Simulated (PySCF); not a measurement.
Labels have come off several samples. The candidates:

A. `C#C[C@@H](C)[C@H]1C[Si@@H]1F`
B. SMILES F/C([SiH2]C)=C1/C=CC1
C. `C#C[C@@H](C)[C@@H]1C[Si@H]1F`

Spectrum 1. $^{1}$H NMR (300 MHz, computed): δ 5.28 (m, 1H), 2.92 (m, 1H), 1.69 (m, 1H), 1.56 (m, 1H), 1.40 (d, 1H), 1.38 (d, 3H), 1.15 (m, 1H). $^{13}$C{$^{1}$H} NMR (computed): δ 92.3 (C), 78.1 (CH), 29.4 (CH), 26.5 (CH3), 22.8 (CH), 7.9 (CH2).

Spectrum 2. $^{1}$H NMR (300 MHz, computed): δ 5.03 (m, 1H), 1.84 (m, 1H), 1.73 (m, 1H), 1.59 (m, 1H), 1.53 (m, 1H), 1.33 (d, 3H), 0.58 (m, 1H). $^{13}$C{$^{1}$H} NMR (computed): δ 93.3 (C), 74.7 (CH), 30.3 (CH), 26.8 (CH), 26.6 (CH3), 10.4 (CH2).

Spectrum 3. $^{1}$H NMR (300 MHz, computed): δ 6.66 (m, 1H), 6.44 (m, 1H), 4.49 (m, 2H), 3.27 (m, 2H), 0.35 (t, 3H). $^{13}$C{$^{1}$H} NMR (computed): δ 160.8 (C), 146.0 (CH), 142.3 (CH), 141.8 (C), 37.4 (CH2), -5.5 (CH3).

Computed data (PySCF 2.14.0 with density-fitted response routines): NMR shieldings at PBE0/pcSseg-1/GIAO, GFN2-xTB structure. No relativistic terms, no solvent, one averaged value for each set of equivalent atoms, a single conformation.

δ = σ(ref) − σ, references computed at the same level: $^{1}$H (σref 31.72) and $^{13}$C (σref 186.93) against TMS. Splittings of carbon signals by F and P are missing where no couplings were computed. Where no couplings were computed, multiplicities follow the n + 1 count of equivalent neighbours, and m marks all less simple cases (inequivalent or close neighbours, rings, F or P nearby). Shifts are as computed. Against solution values, carbons near 30 ppm lie about +3 ppm off and those near 130 ppm about +5 ppm. Of 1309 compounds with measured shifts, 239 miss one by over three times the rms of a fit or turn the order of signals round; such compounds aren't used in these exercises.

Question: Match each spectrum to its structure.

Answer: 1–C, 2–A, 3–B.

- Spectrum 1 (C): 6 $^{13}$C signals; δC 92.3 is an alkyne carbon; δC 78.1 is a terminal alkyne carbon.
- Spectrum 2 (A): 6 $^{13}$C signals; δC 93.3 is an alkyne carbon; δC 74.7 is a terminal alkyne carbon.
- Spectrum 3 (B): 6 $^{13}$C signals; δC 160.8 is a fully substituted alkene carbon; δC 146.0 is an alkene CH.
